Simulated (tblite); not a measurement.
C₄H₄N (SMILES [c-]1cc[nH]c1), charge -1, singlet, geometry from GFN2-xTB; GFN1-xTB in tblite.

tblite was given this input:
```
$ tblite run mol.xyz --method gfn1 --charge -1 --spin 0 --grad --json tblite.json --no-restart

# file mol.xyz
9

H     -0.02361208    -0.00903330     2.11033186
N     -0.01195216     0.01503237     1.09704447
C      0.01575145     1.13269334     0.24842767
C     -0.02097855    -1.08973227     0.28483805
C      0.02524534     0.80457479    -1.08776751
C      0.00064455    -0.64671222    -1.00864412
H      0.02635805     2.11162462     0.73353758
H     -0.04212282    -2.08743635     0.71986259
H     -0.00093481    -1.32532347    -1.86416783
```

What the program printed (banner, timings and long lists left out):

```
xTB calculator
 | screened Coulomb repulsion
 | Coulomb electrostatics
 |  * isotropic Klopman-Ohno-Mataga-Nishimoto electrostatics
 |  * onsite third-order electrostatics
 | DFT-D3(BJ) dispersion correction

halogen bonding energy    0.0000000000000E+00 Eh
repulsion energy          1.9405767918327E-01 Eh
dispersion energy        -2.7932069019911E-03 Eh
number of electrons       2.6000000000000E+01 e
integral cutoff           1.9731147476801E+01 bohr

------------------------------------------------------------
  cycle        total energy    energy error   density error
------------------------------------------------------------
      1     -13.84206647541  -1.4033331E+01   7.3965652E-01
      2     -13.89638093730  -5.4314462E-02   4.1979466E-01
      3     -13.89513700989   1.2439274E-03   1.2723447E-01
      4     -13.90061978212  -5.4827722E-03   1.8484949E-02
      5     -13.90081170577  -1.9192365E-04   3.9405380E-03
      6     -13.90081835107  -6.6453018E-06   6.4996183E-04
      7     -13.90081857793  -2.2686482E-07   1.9521563E-04
      8     -13.90081860404  -2.6106143E-08   3.4107530E-05
      9     -13.90081860453  -4.8751936E-10   6.5534157E-06
------------------------------------------------------------

electronic energy        -1.4092083076809E+01 Eh
total energy             -1.3900818604528E+01 Eh

Post processing:
 | Mayer-Wiberg bond orders

[Info] Tight-binding results written to 'tblite.txt'
[Info] JSON dump of results written to 'tblite.json'
```
